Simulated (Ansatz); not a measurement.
```yaml
crystal:
  periodic: [false, false, false]
  atoms:
    - {symbol: S, position_ang: [-0.407334, 1.979542, -1.303424]}
    - {symbol: Sn, position_ang: [0.248178, 0.135520, 0.073969]}
    - {symbol: S, position_ang: [2.624265, -0.057135, 0.191026]}
    - {symbol: S, position_ang: [-0.782577, -1.775338, -0.942363]}
    - {symbol: S, position_ang: [-0.406637, 0.399190, 2.358939]}
    - {symbol: H, position_ang: [-1.563257, 1.376586, -1.633654]}
    - {symbol: H, position_ang: [2.681473, -0.694457, -0.991382]}
    - {symbol: H, position_ang: [-0.775049, -2.462256, 0.213323]}
    - {symbol: H, position_ang: [-1.530664, 1.052148, 2.016466]}
basis:
  gaussian: {orbitals: def2-SVPD}
total_charge: -2
hamiltonian: {xc: {name: r2SCAN}}
correlation: {method: rpa, electrons: all}
accuracy: high
```

```sh
$ ansatz run in.yaml --threads 2 --pin off --events-out ev --progress --plain --max-ram 32768MiB --backend cpu
```

It prints (some lines left out):

```
Functional definition: r2SCAN
3418 factors; integrals over basis functions are off by at most 4.3e-9 eV
mean field evaluation 1: about -49221.2866 eV, gradient 3.4e1 eV
mean field evaluation 2: about -49221.2610 eV, gradient 3.4e1 eV
mean field evaluation 4: about -49225.2087 eV, gradient 5.8e0 eV
mean field evaluation 8: about -49225.3729 eV, gradient 3.0e-1 eV
mean field evaluation 16: about -49225.3733 eV, gradient 2.6e-4 eV
mean field -49225.37329563 eV, -1808.9991024581 hartree, gradient 1.3e-8 eV, S^2 0.000000; 2 other end points of the search recorded, 0 dependent functions left out
reference -49122.85125120 eV, -1805.2314868173 hartree; 46, 46 occupied and 126, 126 virtual orbitals, 3418 factors
Total energy: -49157.17557981 eV, -1806.4928826275 hartree
```

(1) What is wrong with this run?

Answers

(1) The charge is far from anything that the molecule holds. The calculation finished and met its thresholds. The result belongs to that input, not to the molecule as meant.
